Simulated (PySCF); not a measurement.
Cl3OSi, SMILES [O][Si](Cl)(Cl)Cl (connectivity only; charge and spin as stated), charge -1, multiplicity 1.

Coordinates come from a B3LYP-D3(BJ)/def2-SVPD optimisation. The multiplicity is an assumed one; other spin states were not compared. The isomer is the one that the SMILES or the coordinates give; other isomers of the formula were not compared.

Level of theory: PBE/def2-SVPD in PySCF.

The molecule is in vacuum.

Computed frontier levels, gap, dipole moment and polarisability:
| Property | Value |
|---|---|
| highest occupied level | -1.94 eV |
| lowest empty level | 2.58 eV |
| orbital gap | 4.52 eV |
| dipole moment about the centre of nuclear charge | 3.08 D |
| mean static polarisability | 84.7 bohr³ (12.55 Å³) |
| polarisability, principal values | 79.9, 87.1, 87.1 bohr³ |
